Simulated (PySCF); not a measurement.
Homolysis of single bonds, series allyl-X. Isolated molecules, 0 K electronic values unless said otherwise. One relaxed conformer stands for each flexible species; it need not be the lowest. Strings in code marks are SMILES.

A: radical fragment (`C=CC[O]` (C–C–C–O torsion 0°))
B: radical fragment (`[N+](#[C-])[CH2]`)
C: radical fragment (`[CH2]C=C`)
D: radical fragment (`C([S])C=C` (C–C–C–S torsion 119°))

Task: Rank these by highest occupied spin orbital (lowest first), as PBE0-D4/def2-TZVP run with PySCF gives it.

Result: A (-7.67 eV), B (-7.05 eV), D (-6.68 eV), C (-5.89 eV)
